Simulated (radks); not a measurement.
Results of a calculation; reference values are marked as such.
Ionisation of Dy2+, [Xe] 4f10, to Dy3+, [Xe] 4f9, under several functionals. Dirac Kohn-Sham, spin-unpolarised, spherical densities, finite nucleus; open shells fill j = l - 1/2 first; a radial shooting solver on a logarithmic mesh with Libxc functionals.

| functional | E(Dy2+) (hartree) | Exc (hartree) | IE (eV) | -e(HOMO) (eV) | <r> HOMO (bohr) | IE error (eV) |
|---|---|---|---|---|---|---|
| revPBE | -12166.8522 | -264.4746 | 24.991 | 16.485 | 0.8777 | +2.101 |
| exchange-only B88 | -12163.9504 | -261.5299 | 23.756 | 15.338 | 0.8821 | +0.866 |
| B86b exchange with PBE correlation | -12167.5819 | -265.2110 | 25.078 | 16.571 | 0.8775 | +2.188 |
| BLYP | -12167.3846 | -264.9960 | 24.908 | 16.435 | 0.8797 | +2.018 |
| PBE | -12166.5400 | -264.1572 | 25.061 | 16.557 | 0.8777 | +2.171 |

NIST Atomic Spectra Database: 22.89 eV (semi-empirical). Closest: exchange-only B88. The Delta-SCF values span 1.32 eV, the total energies 3.63 hartree. The highest occupied level is 4f7/2. Spin polarisation and multiplet splitting are left out, so open shells lie too high by an amount that depends on their filling.

Beside tabulated values, note that spin-unpolarised runs miss the spin-polarisation part of the exchange energy of open shells.
